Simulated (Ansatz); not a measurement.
Spectroscopic constants of CoGe, multiplicity 4 (an upper state: multiplicity 2 came lower at PBE0/def2-TZVPP). No spin–orbit coupling. Co is treated without relativity. Ge is treated without relativity.

Constants: fifth-degree fit in 1/R to seven points, most abundant isotopes. In def2 and cc sets the state is the lowest found near the PBE0 minimum, followed along R.

The values were computed with Ansatz (an electronic-structure program). Values without a source in brackets are computed.

Energies at PBE/def2-TZVPP:

```tsv
R (Å)	E (hartree)
2.148153	-3459.18082109
2.205900	-3459.18207419
2.259026	-3459.18213252
2.319082	-3459.18120752
2.379138	-3459.17946012
2.448433	-3459.17667509
2.529277	-3459.17267581
```

### Question
With a reduced mass of 32.7909 u, find the minimum, the force constant and the constants.

### Answer
A fifth-degree polynomial in 1/R puts the minimum at r_e = 2.2353 Å with force constant 141 N/m. Then ω_e = (1/2πc)√(k/μ) = 271 cm⁻¹ and B_e = h/(8π²cμr_e²) = 0.1029 cm⁻¹; the cubic and quartic terms give α_e = 0.00051 and ω_e x_e = 0.84 cm⁻¹.
